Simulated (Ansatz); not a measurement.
BH2(CF3) (CH2BF3), relaxed as a singlet with RKS PBE-D4/def2-SVP in Ansatz, starting from the GFN2-xTB geometry. Force threshold 0.02 eV/Å.

Start:

```
atom   x (Å)   y (Å)   z (Å)
  B1  -0.906   0.223   0.334
  H2  -1.682   0.618  -0.433
  H3  -1.147  -0.015   1.445
  C4   0.578  -0.097  -0.197
  F5   1.003   0.669  -1.223
  F6   0.599  -1.374  -0.657
  F7   1.554  -0.024   0.731
```

```tsv
step	energy (eV)	largest force component (eV/Å)	SCF passes
1	-9877.8420	1.307	25
2	-9877.9318	0.444	29
3	-9877.9413	0.171	31
4 (rejected)	-9877.9079	1.313	29
5	-9877.9437	0.102	29
6 (rejected)	-9877.9324	0.780	30
7	-9877.9445	0.012	30
```

Force components are those of the run's own axes.

End:

Cartesian coordinates in Å:
```
B -0.8742 0.2184 0.3240
H -1.6983 0.6109 -0.4699
H -1.1512 -0.0590 1.4685
C 0.6071 -0.0673 -0.1950
F 1.0181 0.6834 -1.2419
F 0.5184 -1.3736 -0.6280
F 1.5801 -0.0128 0.7423
```

By distances, no bond broke or formed. The bond that changes most is B1–H3, from 1.16 to 1.21 Å (atoms count from 1).

No frequencies were taken in this run, so the end may be a saddle point.

Run time 4.8 s (4 threads of Arm Neoverse V1 on a shared host).
